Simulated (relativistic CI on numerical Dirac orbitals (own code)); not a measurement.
# Sensitivity of the levels of B+ to α

Computed by Dirac-Coulomb-Breit CI, orbitals from a KLI potential per configuration, valence Slater integrals scaled by 0.85, P86 correlation energy added to each configuration, derivatives by finite differences, QED left out (own radial code, finite nucleus).

Configuration list (outside the closed core 1s2): 2s², 2s2p, 2p², 2s3s, 2s3p, 2s3d, 2p3s, 2p3p. Levels of other configurations are missing.

With x = (α/α₀)² − 1 an excitation energy changes as ω = ω₀ + qx; K = 2q/ω₀ is the relative enhancement. Terms are leading LS components, so labels can repeat.

Lowest level 2s² ¹S0.

```csv
Level,ω₀ (cm⁻¹),q (cm⁻¹),K
2s2p ³P°0,37407.0,39.61,0.00212
2s2p ³P°1,37411.9,44.51,0.00238
2s2p ³P°2,37426.0,58.57,0.00313
2s2p ¹P°1,75988.7,56.91,0.0015
2p² ³P0,99769.6,102.3,0.00205
2p² ³P1,99777.3,109.9,0.0022
2p² ³P2,99788.1,120.7,0.00242
2p² ¹D2,107367.0,110.2,0.00205
2s3s ³S1,129448.8,28.31,0.000437
2p² ¹S0,131482.0,80.76,0.00123
2s3s ¹S0,136590.8,63.96,0.000936
2s3p ³P°0,144206.8,37.12,0.000515
2s3p ³P°1,144208.2,38.53,0.000534
```

Correlation outside the listed configurations is missing or only estimated: errors of thousands of cm⁻¹ between configurations and terms are usual at this charge. Rates and lifetimes follow the computed energies and can be off by large factors. The fine structure of a lone outer electron comes out too small, for d and f at times inverted, and misplaced configurations move strength between like terms.
